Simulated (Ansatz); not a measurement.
Reaction (ligand exchange at a Ge–N bond): `[OH][Ge][N]([SiH3])[SiH3]` + CH₃OH → `C[O][Ge][OH]` + `[SiH3]N[SiH3]`

Isolated molecules relaxed with PBE0-D4/def2-TZVP in Ansatz; ΔE leaves out vibrations. CCSD(T)/CBS is the MP2 limit (def2-TZVPP, def2-QZVPP) plus CCSD(T) − MP2 in def2-TZVPP, frozen cores. This one scheme is used for every species. DFT in def2-TZVPP. B3LYP here is the variant with VWN-RPA as its local correlation; programs differ in this. For Ge outer-core shells are correlated without core-valence functions, which leaves a few kJ/mol of doubt a bond. Scalar relativity is left out up to krypton. One conformer a species, not always the lowest.

`[OH][Ge][N]([SiH3])[SiH3]`:

```xyz
12

O     1.132    2.604    0.527
Ge   -0.555    2.055    0.351
N    -0.314    0.218    0.015
Si    1.203   -0.622    0.052
Si   -1.754   -0.710   -0.290
H     1.840    1.985    0.321
H     1.557   -1.076    1.422
H     1.143   -1.807   -0.846
H     2.302    0.265   -0.427
H    -2.921    0.194   -0.102
H    -1.861   -1.856    0.653
H    -1.771   -1.250   -1.675
```

CH₃OH:

Z-matrix (Å, degrees):
```
C
O 1 1.409
H 1 1.097 2 112.4
H 1 1.090 2 107.0 3 -118.5
H 1 1.097 2 112.4 3 123.0
H 2 0.959 1 108.5 3 -61.6
```

`C[O][Ge][OH]`:

Cartesian coordinates in Å:
```
C 0.583 -0.623 -0.819
O -0.643 0.054 -0.990
Ge -1.546 0.994 0.206
O -0.414 0.780 1.589
H 1.320 -0.213 -1.517
H 0.969 -0.532 0.199
H 0.443 -1.682 -1.055
H -0.711 1.223 2.387
```

`[SiH3]N[SiH3]`:

Z-matrix (Å, degrees):
```
Si
N 1 1.726
H 1 1.490 2 112.6
H 1 1.484 2 107.4 3 119.9
H 1 1.489 2 110.9 3 -120.0
Si 2 1.726 1 128.9 3 -109.8
H 2 1.011 1 115.5 3 66.2
H 6 1.490 2 112.6 1 109.8
H 6 1.484 2 107.4 1 -10.1
H 6 1.488 2 110.9 1 -130.1
```

Is it downhill or uphill in electronic energy at CCSD(T)/CBS, and by how much? (Estimate.)

Computed: Downhill: ΔE = -20.4 kJ/mol.

What do these levels give: B3LYP-D4, PBE, B3LYP, HF/def2-QZVPP, SCS-MP2/def2-QZVPP, CCSD/CBS(def2)? (Estimate.)

Ansatz gave: B3LYP-D4 -25.1, PBE -27.0, B3LYP -36.4, HF/def2-QZVPP -40.3, SCS-MP2/def2-QZVPP -24.5, CCSD/CBS(def2) -23.6 kJ/mol.

Largest T1 diagnostic among the species: 0.015.

The D4 term adds +11.3 kJ/mol with B3LYP and +6.2 kJ/mol with PBE0; it sums over pairs of atoms, weighted by their polarisabilities, and B3LYP, whose exchange is more repulsive, gets the larger term. In def2-TZVPP, CCSD(T) changes the Hartree–Fock value by +19.2 kJ/mol (the triples alone add +3.2 kJ/mol) and MP2 by +20.0 kJ/mol.
